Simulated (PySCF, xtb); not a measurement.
I₄Se, SMILES I[Se+](I)(I)I, charge +1, multiplicity 2.

Harmonic wavenumbers (cm⁻¹) from GFN2-xTB (xtb) at its own minimum, in rising order: 30, 31, 31, 43, 43, 144, 189, 190, 190.

Task: What does PBE0-D3(BJ)/def2-SVP (PySCF) give at its own minimum? (The exact figures need the calculation; the answer reports its results.)

Result: 40, 40, 40, 41, 41, 147, 209, 209, 209. Paired by order, the mean absolute difference is 10 cm⁻¹ and the zero-point energies are 1.3 and 1.4 kcal/mol.
